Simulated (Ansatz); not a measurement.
Born–Oppenheimer molecular dynamics of AlH7SSi2 (11 atoms, charge 0, multiplicity 1). It starts from a relaxed structure.

Method: Ansatz, RKS PBE-D4/6-31G.

- ensemble: NVT, Langevin thermostat
- time step: 0.5 fs
- steps asked: 121
- set temperature: 1000 K
- friction: 0.5 /fs
- seed: 820015

Frames 1 fs apart, positions in Å.

Velocities at 10 fs (Å/ps):

```
Al 5.56 -0.42 5.97
Si -1.06 -12.21 6.78
Si -1.10 0.42 -2.66
S 0.73 -12.17 2.74
H -57.18 44.25 11.65
H 24.36 10.89 -30.01
H -42.94 0.91 20.57
H 13.05 -34.66 2.19
H -20.58 -6.18 45.37
H 37.32 -37.36 9.91
H 20.53 40.73 30.90
```

```xyz
11
Properties=species:S:1:pos:R:3 time_fs=10 energy_less_start_eV=0.443 T=1158
Al -1.126 2.020 -0.820
Si 0.094 -0.144 -0.691
Si 1.061 -0.577 1.461
S -1.386 -1.733 -1.233
H -2.689 2.150 -1.028
H -0.347 3.476 -0.563
H 1.081 -0.106 -1.898
H 1.592 -2.177 1.563
H 0.046 -0.393 2.575
H 2.106 0.530 1.762
H -0.540 -2.950 -1.254
11
Properties=species:S:1:pos:R:3 time_fs=11 energy_less_start_eV=0.451 T=1083
Al -1.122 2.020 -0.814
Si 0.091 -0.155 -0.688
Si 1.056 -0.578 1.457
S -1.390 -1.742 -1.229
H -2.747 2.171 -0.986
H -0.316 3.488 -0.564
H 1.027 -0.112 -1.885
H 1.608 -2.186 1.577
H -0.009 -0.418 2.620
H 2.129 0.490 1.760
H -0.543 -2.916 -1.229
11
Properties=species:S:1:pos:R:3 time_fs=12 energy_less_start_eV=0.512 T=928
Al -1.124 2.023 -0.807
Si 0.091 -0.164 -0.685
Si 1.045 -0.579 1.452
S -1.391 -1.745 -1.224
H -2.765 2.183 -0.957
H -0.325 3.491 -0.564
H 0.998 -0.141 -1.894
H 1.620 -2.205 1.613
H -0.035 -0.455 2.624
H 2.140 0.431 1.734
H -0.560 -2.909 -1.211
11
Properties=species:S:1:pos:R:3 time_fs=13 energy_less_start_eV=0.508 T=1083
Al -1.127 2.023 -0.803
Si 0.088 -0.172 -0.680
Si 1.038 -0.589 1.445
S -1.391 -1.747 -1.219
H -2.763 2.167 -0.953
H -0.350 3.522 -0.557
H 0.978 -0.177 -1.942
H 1.613 -2.190 1.650
H -0.035 -0.474 2.620
H 2.164 0.382 1.730
H -0.578 -2.881 -1.202
11
Properties=species:S:1:pos:R:3 time_fs=14 energy_less_start_eV=0.531 T=857
Al -1.128 2.018 -0.801
Si 0.086 -0.174 -0.680
Si 1.038 -0.599 1.438
S -1.390 -1.744 -1.214
H -2.732 2.155 -0.934
H -0.361 3.557 -0.570
H 0.955 -0.203 -1.985
H 1.577 -2.157 1.664
H -0.020 -0.496 2.639
H 2.211 0.340 1.751
H -0.622 -2.862 -1.188
11
Properties=species:S:1:pos:R:3 time_fs=15 energy_less_start_eV=0.606 T=1192
Al -1.130 2.010 -0.796
Si 0.086 -0.178 -0.678
Si 1.040 -0.601 1.430
S -1.387 -1.744 -1.210
H -2.718 2.158 -0.911
H -0.385 3.575 -0.542
H 0.942 -0.192 -2.019
H 1.531 -2.104 1.686
H 0.029 -0.505 2.674
H 2.249 0.301 1.768
H -0.666 -2.856 -1.195
11
Properties=species:S:1:pos:R:3 time_fs=16 energy_less_start_eV=0.839 T=1042
Al -1.134 2.000 -0.793
Si 0.087 -0.183 -0.681
Si 1.042 -0.599 1.417
S -1.381 -1.742 -1.210
H -2.709 2.151 -0.905
H -0.395 3.591 -0.532
H 0.917 -0.174 -2.063
H 1.517 -2.071 1.711
H 0.060 -0.504 2.712
H 2.256 0.255 1.754
H -0.711 -2.839 -1.244
11
Properties=species:S:1:pos:R:3 time_fs=17 energy_less_start_eV=0.942 T=1539
Al -1.140 1.991 -0.789
Si 0.082 -0.182 -0.687
Si 1.039 -0.595 1.400
S -1.377 -1.736 -1.204
H -2.704 2.126 -0.916
H -0.404 3.574 -0.527
H 0.863 -0.163 -2.080
H 1.496 -2.040 1.719
H 0.073 -0.466 2.735
H 2.269 0.225 1.695
H -0.736 -2.837 -1.296
11
Properties=species:S:1:pos:R:3 time_fs=18 energy_less_start_eV=0.874 T=1284
Al -1.146 1.993 -0.789
Si 0.075 -0.182 -0.692
Si 1.036 -0.593 1.384
S -1.374 -1.727 -1.197
H -2.695 2.087 -0.928
H -0.418 3.545 -0.534
H 0.828 -0.147 -2.071
H 1.464 -2.019 1.728
H 0.085 -0.434 2.743
H 2.283 0.185 1.618
H -0.732 -2.866 -1.332
11
Properties=species:S:1:pos:R:3 time_fs=19 energy_less_start_eV=0.779 T=1191
Al -1.149 1.992 -0.791
Si 0.068 -0.183 -0.701
Si 1.031 -0.595 1.375
S -1.374 -1.718 -1.185
H -2.702 2.064 -0.935
H -0.464 3.516 -0.532
H 0.819 -0.141 -2.052
H 1.440 -1.984 1.728
H 0.094 -0.413 2.708
H 2.289 0.144 1.551
H -0.728 -2.892 -1.367
11
Properties=species:S:1:pos:R:3 time_fs=20 energy_less_start_eV=0.736 T=1059
Al -1.146 1.991 -0.787
Si 0.064 -0.183 -0.708
Si 1.026 -0.598 1.367
S -1.377 -1.717 -1.176
H -2.701 2.073 -0.947
H -0.503 3.478 -0.519
H 0.847 -0.127 -2.058
H 1.426 -1.945 1.717
H 0.126 -0.413 2.668
H 2.323 0.107 1.478
H -0.711 -2.926 -1.391
11
Properties=species:S:1:pos:R:3 time_fs=21 energy_less_start_eV=0.730 T=1239
Al -1.142 1.990 -0.789
Si 0.062 -0.183 -0.710
Si 1.025 -0.598 1.359
S -1.386 -1.720 -1.170
H -2.703 2.059 -0.953
H -0.538 3.438 -0.498
H 0.903 -0.122 -2.078
H 1.461 -1.922 1.705
H 0.156 -0.416 2.641
H 2.388 0.112 1.434
H -0.699 -2.929 -1.379
```

Of the whole run (60 fs, mean temperature of the second half 1100 K): A run of 0.06 ps of so small a system gives no equilibrium averages. The friction is so strong that the motion is overdamped, so the time scale means little. Limits of this set-up: no polarisation functions.

Run time: 13 min on 1 thread of Arm Neoverse N1, with other jobs on the host, peak memory 0.12 GiB.
